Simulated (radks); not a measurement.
Values are calculated unless marked as measured or tabulated.
Ba+, 55 electrons, occupied as [Xe] 6s1. Code: a radial shooting solver on a logarithmic mesh with Libxc functionals. Model: scalar-relativistic Kohn-Sham, PBE, spin-polarised, spherical densities, point nucleus; open shells are filled with parallel spins first (spin-orbit coupling, left out, can overturn this in heavy ions).

Local quantities along the radius. ELF = 1/(1 + alpha^2) is the electron localisation function; alpha = (tau - tau_W)/tau_unif compares the Pauli kinetic energy density with that of the uniform gas (summed over spins). tau is taken from the large components.

r (bohr)	ELF	alpha
0.001648	0.999	0.02453
0.002251	0.999	0.02627
0.003051	0.999	0.02937
0.004135	0.999	0.03472
0.005604	0.998	0.04403
0.007656	0.996	0.06171
0.01038	0.991	0.09636
0.01406	0.971	0.1734
0.01906	0.884	0.3630
0.02583	0.601	0.8148
0.03529	0.333	1.415
0.04782	0.418	1.181
0.06481	0.685	0.6779
0.08784	0.731	0.6068
0.12	0.443	1.122
0.1626	0.372	1.299
0.2204	0.699	0.6569
0.2987	0.706	0.6452
0.4048	0.219	1.891
0.5531	0.558	0.8895
0.7496	0.752	0.5742
1.016	0.389	1.254
1.377	0.378	1.284
1.881	0.776	0.5366
2.549	0.525	0.9508
3.455	0.202	1.988
4.682	0.805	0.4919
6.345	0.993	0.08100
8.669	1.000	0.01552
11.75	1.000	0.004009

On this mesh the ELF has minima near r = 0.041, 0.14, 0.40, 1.2, 3.5 bohr, which separate the shells, and maxima near 0.075 (0.75), 0.26 (0.76), 0.75 (0.75), 1.9 (0.78).
